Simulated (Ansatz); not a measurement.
Al(H2O)F3 (AlOF₃H₂). Total charge 0; singlet. Geometry relaxed at PBE0-D4/def2-SVP.

```xyz
7

Al   -0.0229    0.8207    0.1508
O     0.2409   -1.0066   -0.4702
H     0.6318   -1.5385    0.2394
H    -0.6105   -1.4065   -0.7028
F    -1.6809    0.7917   -0.0212
F     0.8402    1.8030   -0.8667
F     0.6015    0.5364    1.6706
```

Q: Estimate the harmonic wavenumbers at RKS PBE0-D4/def2-SVP (Ansatz, unscaled). Is this a minimum?

A: 111, 151, 215, 236, 265, 287, 486, 522, 660, 691, 938, 951, 1599, 3800, 3893 cm⁻¹. Yes, no mode is imaginary beyond noise. Zero-point energy 88.6 kJ/mol. Hardware: 4 threads of Arm Neoverse V2 on a shared host. Wall time 21 s.
